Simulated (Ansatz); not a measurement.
`F[Si](F)([SiH3])[SiH3]` → `F[Si]F` + `[SiH3][SiH3]` at 298.15 K and 1 bar (silylene formation by 1,1-elimination).

Computed with Ansatz on PBE0-D4/def2-TZVP structures; ΔE is electronic, products minus reactants. CCSD(T)/CBS adds triple-zeta CCSD(T) − MP2 to the extrapolated MP2 energy (def2 sets, frozen cores). This one scheme is used for every species.

```json
{"species": "`F[Si](F)([SiH3])[SiH3]`", "CCSD(T)/CBS energy (Eh)": "-1070.54606", "H − E (kJ/mol)": "173.6", "S (J/(mol·K))": "391.9"}
{"species": "`F[Si]F`", "CCSD(T)/CBS energy (Eh)": "-488.75686", "H − E (kJ/mol)": "23.6", "S (J/(mol·K))": "256.9"}
{"species": "`[SiH3][SiH3]`", "CCSD(T)/CBS energy (Eh)": "-581.74359", "H − E (kJ/mol)": "143.7", "S (J/(mol·K))": "274.2"}
```

H − E and S are ideal-gas, rigid-rotor, harmonic terms from PBE0-D4/def2-TZVP. 1 Eh = 2625.50 kJ/mol, R = 8.31446 J/(mol·K).

Task: By hand: ΔE, ΔH, ΔS and ΔG.

Result: ΔE = (-488.75686) + (-581.74359) − (-1070.54606) = 0.04561 Eh = 119.7 kJ/mol. Δ(H − E) = 23.6 + 143.7 − 173.6 = -6.3, so ΔH = 113.4 kJ/mol. ΔS = 256.9 + 274.2 − 391.9 = 139.2 J/(mol·K). ΔG = 113.4 − 298.15 × (139.2)/1000 = 71.9 kJ/mol.

Task: By hand: the equilibrium constant, and the temperature at which ΔG would vanish if ΔH and ΔS stayed fixed.

Result: log₁₀ K = −ΔG/(RT ln 10) = -12.6. ΔG = 0 at ΔH/ΔS = 815 K.

The number of gas molecules changes by +1, which sets the sign of ΔS. A doubt of 5 kJ/mol in ΔE shifts log₁₀ K by 0.9 here. These are equilibria of isolated gas molecules and say nothing of rates. Largest T1 diagnostic: 0.015 (customary marks: 0.02 for closed shells, 0.045 for open ones).
